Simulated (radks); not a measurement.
Removal energies from the ytterbium ion Yb+, [Xe] 4f14 6s1, by Delta-SCF beside the eigenvalue of the level emptied. All-electron calculation, non-relativistic Kohn-Sham, PBE, spin-polarised, spherical densities, point nucleus. Program: a radial shooting solver on a logarithmic mesh with Libxc functionals. Open shells are filled with parallel spins first.

| removed from | final configuration | Delta-SCF (eV) | -eigenvalue (eV) |
|---|---|---|---|
| 6s | [Xe] 4f14 | 11.446 | 8.864 |
| 4f | [Xe] 4f13 6s1 | 22.595 | 13.914 |
| 5p | [Kr] 4d10 4f14 5s2 5p5 6s1 | 38.478 | 32.431 |
| 5s | [Kr] 4d10 4f14 5s1 5p6 6s1 | 58.599 | 52.039 |
